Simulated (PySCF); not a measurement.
Electronic absorption of C5H8ClN

C5H8ClN.
Structure used (GFN2-xTB), in Å, numbered top down from 1:
```xyz
15
C5H8ClN angstrom
C     -1.898   -0.928   -0.094
N     -1.325    0.380    0.179
C     -0.112    0.624   -0.538
C      0.877    1.651   -0.040
C      1.210    0.217   -0.016
C      2.055   -0.707    0.356
Cl     1.736   -2.401    0.126
H     -1.219   -1.758    0.137
H     -2.806   -1.039    0.494
H     -2.159   -0.977   -1.151
H     -1.163    0.486    1.176
H     -0.268    0.556   -1.611
H      1.373    2.285   -0.760
H      0.683    2.139    0.905
H      3.014   -0.519    0.815
```

Computed, not measured: TDDFT PBE0/def2-SVPD, vertical, gas phase, core orbitals frozen in the response (PySCF 2.14.0, density-fitted response routines).

```json
{"state": "S1", "λ (nm)": "254.0", "E (eV)": "4.88", "f": "0.022", "main configurations (H = HOMO, L = LUMO)": "H→L (96%)"}
{"state": "S2", "λ (nm)": "206.2", "E (eV)": "6.01", "f": "0.0059", "main configurations (H = HOMO, L = LUMO)": "H→L+1 (53%), H→L+2 (37%)"}
{"state": "S3", "λ (nm)": "202.0", "E (eV)": "6.14", "f": "0.0027", "main configurations (H = HOMO, L = LUMO)": "H→L+2 (44%), H→L+1 (34%), H-1→L (14%)"}
{"state": "S4", "λ (nm)": "191.7", "E (eV)": "6.47", "f": "0.197", "main configurations (H = HOMO, L = LUMO)": "H-1→L (64%), H-1→L+1 (17%)"}
{"state": "S5", "λ (nm)": "187.3", "E (eV)": "6.62", "f": "0.017", "main configurations (H = HOMO, L = LUMO)": "H→L+3 (69%), H-1→L+1 (9%)"}
{"state": "S6", "λ (nm)": "183.9", "E (eV)": "6.74", "f": "0.043", "main configurations (H = HOMO, L = LUMO)": "H→L+4 (83%)"}
```

Triplets, Tamm–Dancoff:

| state | E (eV) | λ (nm) | main configurations (H = HOMO, L = LUMO) |
| --- | --- | --- | --- |
| T1 | 4.05 | 306.1 | H-1→L (53%), H→L (39%) |
| T2 | 4.69 | 264.2 | H→L (57%), H-1→L (39%) |

The lowest singlet lies at 4.88 eV (254 nm, ultraviolet) and is weak; its leading configuration is HOMO→LUMO (96%). The most intense listed level is S4 at 6.47 eV (192 nm, f = 0.197), 1.59 eV above S1. Löwdin shares by element: HOMO nitrogen 50%, carbon 27% or more (atoms not listed hold the other 23%); LUMO carbon 63% or more, chlorine 9% (atoms not listed hold the other 29%). The oscillator strengths of these states sum to 0.288; summed over the whole spectrum of an exact calculation they would give the number of electrons, 62 (Thomas–Reiche–Kuhn). Orbital energies (eV): HOMO-3 -9.19, HOMO-2 -8.77, HOMO-1 -7.40, HOMO -6.45, LUMO -0.30, LUMO+1 0.70, LUMO+2 0.83. The listed states span 1.86 eV, and the widest gap between neighbours is 1.13 eV (S1 to S2). The window holds the lowest 6 singlets.

One conformer stands for the species.
